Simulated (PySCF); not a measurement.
Successive ionisation energies of one element at GMP2 (screened spin-orbit), starting from the ion with 22 electrons. Calculated with PySCF 2.14, two-component X2C-1e (Gaussian nucleus, no Breit or QED terms), each ion in its own even-tempered basis; GMP2 freezes the deep shells of the larger ions and drops the highest virtual spinors; eV.

6245.5, 6397.2, 6563.3, 6718.0, 7152.3, 7287.0, 7433.9, 7570.8, 8270.9, 8428.5, 8742.6, 8889.5

Question: Which element is it?

Answer: Thallium (Tl, Z = 81); the list starts at Tl⁵⁹⁺. The hydrogenic estimate 13.606 eV × (q + 1)²/n² with q = 59 and n = 3 gives 5442.3 eV for the first entry, a lower bound because the other electrons screen the nucleus only in part.
